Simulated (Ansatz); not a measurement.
Abridged output of a molecular run in Ansatz:

```
Functional definition: HF
1352 factors; integrals over basis functions are off by at most 9.1e-4 eV
mean field evaluation 1: about -14370.4217 eV, gradient 3.9e1 eV
mean field evaluation 2: about -14370.6356 eV, gradient 3.9e1 eV
mean field evaluation 4: about -14374.1511 eV, gradient 4.3e0 eV
mean field evaluation 8: about -14374.2445 eV, gradient 4.9e-1 eV
mean field evaluation 16: about -14374.2466 eV, gradient 2.1e-6 eV
mean field -14374.24659072 eV, -528.2438189945 hartree, gradient 2.1e-6 eV, S^2 0.000000; 0 other end points of the search recorded, 0 dependent functions left out
9 core orbitals not correlated: weight in the atoms' cores, before any rotation towards them, 1.000 or more for the frozen orbitals, at most 0.000 for the correlated occupied ones
reference -14374.24659072 eV, -528.2438189945 hartree; 14, 14 occupied and 199, 199 virtual orbitals, 1352 factors
second order -23.00966089 eV of doubles, -0.00000000 eV of singles
cycle   1  -23.21406092 eV  change   -2.0e-1 eV  update   1.2e-1
cycle   2  -23.85427669 eV  change   -6.4e-1 eV  update   3.9e-2
cycle   3  -24.03006325 eV  change   -1.8e-1 eV  update   2.1e-2
cycle   4  -24.00877711 eV  change    2.1e-2 eV  update   5.3e-3
cycle   5  -24.00746205 eV  change    1.3e-3 eV  update   2.5e-3
cycle   6  -24.00899770 eV  change   -1.5e-3 eV  update   7.2e-4
cycle   7  -24.00866254 eV  change    3.4e-4 eV  update   2.9e-4
cycle   8  -24.00852104 eV  change    1.4e-4 eV  update   9.9e-5
cycle   9  -24.00855628 eV  change   -3.5e-5 eV  update   5.4e-5
cycle  10  -24.00854807 eV  change    8.2e-6 eV  update   3.4e-5
perturbative correction -0.90996652 eV, -0.0334406528 hartree
Total energy: -14399.16510531 eV, -529.1595575153 hartree
```

Its atoms:

Z-matrix (Å, degrees):
```
Si
B 1 2.035
H 1 1.487 2 109.4
H 1 1.488 2 109.1 3 -118.9
H 1 1.487 2 111.2 3 120.7
C 2 1.610 1 121.0 3 56.9
F 2 1.321 1 122.8 3 -123.6
O 6 1.209 2 120.5 1 2.9
H 6 1.116 2 119.9 1 -177.4
```

Task: Which basis set was used?
A. def2-SVPD
B. def2-QZVPP
C. cc-pV(D+d)Z
D. def2-TZVPP

Result: D. It gives 222 functions.

Task: Write the keys of the input that set method, charge and spin (a neutral closed shell needs none for the last two).

Result: 
```yaml
correlation: {method: ccsd_t}
```
